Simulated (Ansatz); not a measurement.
`CN(C)[Si]F`, charge 0, multiplicity 1.

Give a relaxed structure at PBE0-D4/def2-TZVP (the Gaussian-basis code of Ansatz). (Best estimate.)

The calculation gave: 
Z-matrix (Å, degrees):
```
C
N 1 1.446
H 1 1.096 2 111.2
H 1 1.094 2 110.1 3 -119.8
H 1 1.096 2 111.2 3 120.4
C 2 1.445 1 113.8 3 -60.2
Si 2 1.710 1 118.4 3 119.8
H 6 1.089 2 110.2 1 -179.9
H 6 1.097 2 110.8 1 -59.6
H 6 1.097 2 110.8 1 59.8
F 7 1.626 2 100.1 1 -180.0
```
Point group Cs.
This is one stationary point; other conformers may exist.
